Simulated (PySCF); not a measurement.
Delta-SCF ions had no search for a lower state. Excitations are Tamm–Dancoff values on a coarser integration grid. The basis has no diffuse functions, so Rydberg states are missing or too high.

C$_{4}$H$_{5}$BOS, SMILES `Bc1cc(S)co1` (charge 0, multiplicity 1)

Method: PBE0-D3(BJ)/def2-TZVP // PBE0-D3(BJ)/def2-SVP (PySCF).

| Item | Result |
|---|---|
| HOMO | -7.16 eV |
| dipole moment | 1.40 D |
| HOMO–LUMO gap | 5.03 eV |
| LUMO | -2.13 eV |
| S1 excitation (TDA) | 4.27 eV |
| S1 oscillator strength | 0.034 |
| brightest of the four lowest singlets (TDA) | 5.11 eV |
| T1 excitation (TDA) | 3.05 eV |
| S1–T1 gap (TDA) | 1.22 eV |
| vertical ionisation energy (Delta-SCF) | 8.99 eV |
| total energy | -653.3361 Ha |
| cost | about 7 core-minutes (a rough figure) |

```xyz
12

B     -2.4461    -0.0723    -0.1128
C     -0.9390    -0.1611     0.0196
C      0.0896     0.4841    -0.6449
C      1.3124     0.0118    -0.1052
S      2.9636     0.3872    -0.5902
C      0.9468    -0.9074     0.8550
O     -0.3682    -1.0212     0.9347
H     -3.1661    -0.7502     0.5773
H     -2.9042     0.6938    -0.9256
H     -0.0329     1.2185    -1.4388
H      2.9976     1.6431    -0.0896
H      1.5464    -1.5262     1.5205
```
Charge 0, spin multiplicity 1.
